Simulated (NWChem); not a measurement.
System: silicon dioxide molecule (SiO2); SMILES O=[Si]=O

Input file for NWChem:

```
start job
memory heap 200 mb stack 900 mb global 1100 mb
geometry units angstroms
  O      0.000000     0.000000    -1.518369
  Si     0.000000     0.000000     0.000000
  O      0.000000     0.000000     1.518369
end
basis spherical
  * library 3-21g
end
dft
  xc hfexch
  iterations 150
end
driver
  maxiter 120
end
task dft optimize
task dft freq
```

Excerpt of the output:

```
             Northwest Computational Chemistry Package (NWChem) 7.3.0
             --------------------------------------------------------

 ORDER OF PRIMARY AXIS IS BEING SET TO 4
 D4H symmetry detected

 AUTOZ failed to generate good internal coordinates.
 Cartesian coordinates will be used in optimizations.

                             Geometry "geometry" -> ""
                             -------------------------

 Output coordinates in angstroms (scale by  1.889725989 to convert to a.u.)

  No.       Tag          Charge          X              Y              Z
 ---- ---------------- ---------- -------------- -------------- --------------
    1 O                    8.0000     0.00000000     0.00000000    -1.51836900
    2 Si                  14.0000     0.00000000     0.00000000     0.00000000
    3 O                    8.0000     0.00000000     0.00000000     1.51836900

 Effective nuclear repulsion energy (a.u.)      89.2203250619

      Symmetry information
      --------------------

 Group name             D4h
 Group number             28
 Group order              16
 No. of unique centers     2

  xc_inp: hfexch multiplicative factor not found.

                           NWChem Geometry Optimization
                           ----------------------------

 maximum gradient threshold         (gmax) =   0.000450
 rms gradient threshold             (grms) =   0.000300
 maximum cartesian step threshold   (xmax) =   0.001800
 rms cartesian step threshold       (xrms) =   0.001200
 fixed trust radius                (trust) =   0.300000
 source of zmatrix                         =

          -------------------
          Energy Minimization
          -------------------

 Using diagonal initial Hessian

          --------
          Step   0

                                 NWChem DFT Module
                                 -----------------

 Summary of "ao basis" -> "ao basis" (spherical)
 ------------------------------------------------------------------------------
       Tag                 Description            Shells   Functions and Types
 ---------------- ------------------------------  ------  ---------------------
 O                           3-21g                   5        9   3s2p
 Si                          3-21g                   7       13   4s3p

      Symmetry analysis of basis
      --------------------------

        a1g         9
        a1u         0
        a2g         0
        a2u         8
        b1g         0
        b1u         0
        b2g         0
        b2u         0
        eg          4
        eu         10

            General Information
            -------------------
          SCF calculation type: DFT
          Wavefunction type:  closed shell.
          No. of atoms     :     3
          No. of electrons :    30
           Alpha electrons :    15
            Beta electrons :    15
          Charge           :     0
          Spin multiplicity:     1
          Use of symmetry is: on ; symmetry adaption is: on
          Maximum number of iterations: 150
          AO basis - number of functions:    31
                     number of shells:    17
          Convergence on energy requested:  1.00D-06
          Convergence on density requested:  1.00D-05
          Convergence on gradient requested:  5.00D-04

              XC Information
              --------------
                     Hartree-Fock (Exact) Exchange  1.000

      Superposition of Atomic Density Guess
      -------------------------------------

 Sum of atomic energies:        -436.07060078

      Non-variational initial energy
      ------------------------------

 Total energy =    -436.315877
 1-e energy   =    -781.607883
 2-e energy   =     256.071680
 HOMO         =      -0.460814
 LUMO         =      -0.115315

      Symmetry analysis of molecular orbitals - initial
      -------------------------------------------------

  Numbering of irreducible representations:

     1 a1g         2 a1u         3 a2g         4 a2u         5 b1g
     6 b1u         7 b2g         8 b2u         9 eg         10 eu

  Orbital symmetries:

     1 a1g         2 a2u         3 a1g         4 a1g         5 a2u
     6 eu          7 eu          8 a1g         9 a2u        10 a1g
    11 a2u        12 eu         13 eu         14 eg         15 eg
    16 a1g        17 eu         18 eu         19 a2u        20 a1g
    21 eu         22 eu         23 a2u        24 eg         25 eg

   convergence    iter        energy       DeltaE   RMS-Dens  Diis-err
 ---------------- ----- ----------------- --------- --------- ---------
 d= 0,ls=0.0,diis     1   -436.0722060032 -5.25D+02  3.71D-02  1.25D+00
 d= 0,ls=0.0,diis     2   -436.1367532395 -6.45D-02  1.39D-02  9.15D-01
 d= 0,ls=0.0,diis     3   -436.2201937876 -8.34D-02  8.54D-04  6.69D-04
 d= 0,ls=0.0,diis     4   -436.2203026463 -1.09D-04  1.57D-04  1.18D-05
 d= 0,ls=0.0,diis     5   -436.2203055314 -2.89D-06  2.67D-05  3.17D-07
 d= 0,ls=0.0,diis     6   -436.2203056251 -9.37D-08  1.02D-05  1.91D-08
 d= 0,ls=0.0,diis     7   -436.2203056362 -1.11D-08  2.74D-06  1.23D-09

         Total DFT energy =     -436.220305636193
      One electron energy =     -782.428705964666
           Coulomb energy =      293.831063960326
    Exchange-Corr. energy =      -36.842988693760
 Nuclear repulsion energy =       89.220325061907

 Numeric. integr. density =        0.000000000000

                  Occupations of the irreducible representations
                  ----------------------------------------------

                     irrep           alpha         beta
                     --------     --------     --------
                     a1g               5.0          5.0
                     a1u               0.0          0.0
                     a2g               0.0          0.0
                     a2u               4.0          4.0
                     b1g               0.0          0.0
                     b1u               0.0          0.0
                     b2g               0.0          0.0
                     b2u               0.0          0.0
                     eg                2.0          2.0
                     eu                4.0          4.0

                       DFT Final Molecular Orbital Analysis
                       ------------------------------------

 Vector   13  Occ=2.000000D+00  E=-5.186953D-01  Symmetry=a2u
              MO Center= -3.2D-27,  5.0D-27, -1.8D-16, r^2= 3.1D+00
   Bfn.  Coefficient  Atom+Function         Bfn.  Coefficient  Atom+Function
  ----- ------------  ---------------      ----- ------------  ---------------
    18      0.390201  2 Si pz                 5     -0.318920  1 O  pz
    27     -0.318920  3 O  pz                 9     -0.313671  1 O  pz
    31     -0.313671  3 O  pz                 6      0.236854  1 O  s
    28     -0.236854  3 O  s                 14     -0.186141  2 Si pz
    22     -0.081841  2 Si pz                 2      0.053838  1 O  s

 Vector   14  Occ=2.000000D+00  E=-4.593079D-01  Symmetry=eg
              MO Center=  1.3D-15,  2.1D-15,  1.1D-15, r^2= 2.9D+00
   Bfn.  Coefficient  Atom+Function         Bfn.  Coefficient  Atom+Function
  ----- ------------  ---------------      ----- ------------  ---------------
     8      0.396714  1 O  py                30     -0.396714  3 O  py
     4      0.299855  1 O  py                26     -0.299855  3 O  py
     7      0.240511  1 O  px                29     -0.240511  3 O  px
     3      0.181790  1 O  px                25     -0.181790  3 O  px

 Vector   15  Occ=2.000000D+00  E=-4.593079D-01  Symmetry=eg
              MO Center= -2.4D-16,  1.5D-16, -1.7D-14, r^2= 2.9D+00
   Bfn.  Coefficient  Atom+Function         Bfn.  Coefficient  Atom+Function
  ----- ------------  ---------------      ----- ------------  ---------------
     7      0.396714  1 O  px                29     -0.396714  3 O  px
     3      0.299855  1 O  px                25     -0.299855  3 O  px
     8     -0.240511  1 O  py                30      0.240511  3 O  py
     4     -0.181790  1 O  py                26      0.181790  3 O  py

 Vector   16  Occ=0.000000D+00  E= 2.498809D-02  Symmetry=a1g
              MO Center= -9.6D-19,  5.4D-18,  3.5D-16, r^2= 3.0D+00
   Bfn.  Coefficient  Atom+Function         Bfn.  Coefficient  Atom+Function
  ----- ------------  ---------------      ----- ------------  ---------------
    19      1.251810  2 Si s                  6     -0.431971  1 O  s
    28     -0.431971  3 O  s                  9     -0.362248  1 O  pz
    31      0.362248  3 O  pz                 5     -0.207917  1 O  pz
    27      0.207917  3 O  pz                11     -0.186401  2 Si s
     1      0.051035  1 O  s                 23      0.051035  3 O  s

 Vector   17  Occ=0.000000D+00  E= 9.873688D-02  Symmetry=eu
              MO Center= -7.5D-23, -4.0D-22,  1.1D-18, r^2= 3.0D+00
   Bfn.  Coefficient  Atom+Function         Bfn.  Coefficient  Atom+Function
  ----- ------------  ---------------      ----- ------------  ---------------
    21      0.757942  2 Si py                 8     -0.350047  1 O  py
    30     -0.350047  3 O  py                17      0.317168  2 Si py
     4     -0.211450  1 O  py                26     -0.211450  3 O  py
    13     -0.159470  2 Si py                20      0.141510  2 Si px
     7     -0.065355  1 O  px                29     -0.065355  3 O  px

 Vector   18  Occ=0.000000D+00  E= 9.873688D-02  Symmetry=eu
              MO Center= -6.2D-22,  1.2D-22,  1.9D-16, r^2= 3.0D+00
   Bfn.  Coefficient  Atom+Function         Bfn.  Coefficient  Atom+Function
  ----- ------------  ---------------      ----- ------------  ---------------
    20      0.757942  2 Si px                 7     -0.350047  1 O  px
    29     -0.350047  3 O  px                16      0.317168  2 Si px
     3     -0.211450  1 O  px                25     -0.211450  3 O  px
    12     -0.159470  2 Si px                21     -0.141510  2 Si py
     8      0.065355  1 O  py                30      0.065355  3 O  py

     Multipole analysis of the density
     ---------------------------------

     L   x y z        total         alpha         beta         nuclear
     -   - - -        -----         -----         ----         -------
     0   0 0 0     -0.000000    -15.000000    -15.000000     30.000000

     1   1 0 0      0.000000      0.000000      0.000000      0.000000
     1   0 1 0      0.000000      0.000000      0.000000      0.000000
     1   0 0 1     -0.000000     -0.000000     -0.000000      0.000000

[...]

      ----------------------
      Optimization converged
      ----------------------

  Step       Energy      Delta E   Gmax     Grms     Xrms     Xmax
  ---- ---------------- -------- -------- -------- -------- --------
@    3    -436.22185395 -4.3D-08  0.00002  0.00001  0.00013  0.00028
                                     ok       ok       ok       ok

                         Geometry "geometry" -> "geometry"
                         ---------------------------------

 Output coordinates in angstroms (scale by  1.889725989 to convert to a.u.)

  No.       Tag          Charge          X              Y              Z
 ---- ---------------- ---------- -------------- -------------- --------------
    1 O                    8.0000     0.00000000     0.00000000    -1.54488575
    2 Si                  14.0000     0.00000000     0.00000000     0.00000000
    3 O                    8.0000     0.00000000     0.00000000     1.54488575

 Effective nuclear repulsion energy (a.u.)      87.6889283371

      Symmetry information
      --------------------

 Group name             D4h
 Group number             28
 Group order              16
 No. of unique centers     2

 ==============================================================================
                                internuclear distances
 ------------------------------------------------------------------------------
       center one      |      center two      | atomic units |  angstroms
 ------------------------------------------------------------------------------
    2 Si               |   1 O                |     2.91941  |     1.54489
    3 O                |   2 Si               |     2.91941  |     1.54489
 ------------------------------------------------------------------------------
                         number of included internuclear distances:          2
 ==============================================================================

[second-derivative integrals and response iterations left out]

  Vibrational analysis via the FX method

  See chapter 2 in "Molecular Vibrations" by Wilson, Decius and Cross

  Vib: Default input used

 ---------------------------- Atom information ----------------------------
     atom    #        X              Y              Z            mass
 --------------------------------------------------------------------------
    O        1  0.0000000D+00  0.0000000D+00 -2.9194107D+00  1.5994910D+01
    Si       2  0.0000000D+00  0.0000000D+00  0.0000000D+00  2.7976930D+01
    O        3  0.0000000D+00  0.0000000D+00  2.9194107D+00  1.5994910D+01
 --------------------------------------------------------------------------

[unprojected Hessian and modes left out]

        Vibrational analysis via the FX method
  --- with translations and rotations projected out ---
  --- via the Eckart algorithm                      ---
 Dependent rotation vector no.                    3
  found in ECKART; assuming linear geometry
 Projected Nuclear Hessian trans-rot subspace norm:7.7221D-34
                         (should be close to zero!)

[projected Hessian left out]

 Rotational Constants
 --------------------
 A=   0.000000 cm-1  (  0.000000 K)
 B=   0.220798 cm-1  (  0.317672 K)
 C=   0.220798 cm-1  (  0.317672 K)

 Temperature                      =   298.15K
 frequency scaling parameter      =   1.0000

 Linear Molecule

 Zero-Point correction to Energy  =    3.837 kcal/mol  (  0.006115 au)
 Thermal correction to Energy     =    6.137 kcal/mol  (  0.009779 au)
 Thermal correction to Enthalpy   =    6.729 kcal/mol  (  0.010723 au)

 Total Entropy                    =   57.641 cal/mol-K
   - Translational                =   38.177 cal/mol-K (mol. weight =  59.9668)
   - Rotational                   =   14.205 cal/mol-K (symmetry #  =        2)
   - Vibrational                  =    5.260 cal/mol-K

 Cv (constant volume heat capacity) =    9.258 cal/mol-K
   - Translational                  =    2.979 cal/mol-K
   - Rotational                     =    1.986 cal/mol-K
   - Vibrational                    =    4.293 cal/mol-K

[normal modes left out]

 ----------------------------------------------------------------------------
 Normal Eigenvalue ||           Projected Infra Red Intensities
  Mode   [cm**-1]  || [atomic units] [(debye/angs)**2] [(KM/mol)] [arbitrary]
 ------ ---------- || -------------- ----------------- ---------- -----------
    1       -0.000 ||    0.000000           0.000         0.000       0.000
    2       -0.000 ||    0.000000           0.000         0.000       0.000
    3       -0.000 ||    0.000000           0.000         0.000       0.000
    4       -0.000 ||    0.000000           0.000         0.000       0.000
    5        0.000 ||    0.000000           0.000         0.000       0.000
    6      158.163 ||    0.108812           2.510       106.075      39.653
    7      158.163 ||    0.108812           2.510       106.075      39.653
    8      982.631 ||    0.000000           0.000         0.000       0.000
    9     1386.329 ||    0.029348           0.677        28.610      10.695
 ----------------------------------------------------------------------------
```

Level: Hartree-Fock/3-21G.
